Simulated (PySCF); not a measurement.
**Peak assignment**

Bonds (- single, = double, # triple, : aromatic): O1-C2 1.331 Å, C2:C3 1.366 Å, C3:C4 1.414 Å, C4:C5 1.363 Å, C5-C6 1.486 Å, C6-F7 1.345 Å, C6-F8 1.338 Å, C6-F9 1.345 Å, C5:O10 1.364 Å, O10:C2 1.344 Å. O1 carries H11; C3 carries H12; C4 carries H13.

Calculated, not measured (PySCF): structure optimised with GFN2-xTB, shielding tensors at PBE0/pcSseg-1 (GIAO). In vacuum, equivalent nuclei averaged, non-relativistic Hamiltonian, a single conformation.

References, each an isolated molecule treated in the same way: ¹³C (σ = 186.93 ppm) and ¹H (σ = 31.72 ppm) vs TMS.

Q: Assign these signals to the numbered atoms. ¹³C{¹H} NMR (computed): δ 167.1, 135.8, 128.7, 124.4, 87.4.

A: 
| δ (ppm) | atoms | environment | reason |
| --- | --- | --- | --- |
| 167.1 | C2 | aromatic carbon bearing oxygen | an ipso carbon deshielded by its heteroatom |
| 135.8 | C5 | substituted aromatic carbon next to the ring oxygen | – |
| 128.7 | C6 | CF3 carbon | 3 electronegative neighbours deshield it |
| 124.4 | C4 | aromatic CH | – |
| 87.4 | C3 | aromatic CH | resonance donation from the substituent shields this position |

Q: Assign these signals to the numbered atoms. ¹H NMR (400 MHz, computed): δ 7.10 (m, 1H), 5.57 (m, 1H), 5.12 (br s, 1H).

A: 
| δ (ppm) | atoms | environment | reason |
| --- | --- | --- | --- |
| 7.10 | H13 | hydrogen on an aromatic CH | the ring current deshields protons in the ring plane |
| 5.57 | H12 | hydrogen on an aromatic CH | – |
| 5.12 | H11 | hydrogen on a phenol-type oxygen | exchangeable, gas-phase position |

OH and NH positions are those of a molecule without intermolecular hydrogen bonds; in solution they move with solvent, concentration and temperature, and exchange usually removes their couplings. Splittings by ¹⁹F in the carbon and heteronuclear signals aren't shown, as no couplings were computed. Shifts are as computed. Against solution values, carbons near 30 ppm lie about +3 ppm off and those near 130 ppm about +5 ppm. Of 1211 compounds with measured shifts, 218 miss one by over three times the rms of a fit or turn the order of signals round; such compounds aren't used in these exercises. Multiplicities follow the n + 1 count of equivalent neighbours, as no J values were calculated; m marks all less simple cases, F and P coupling included.
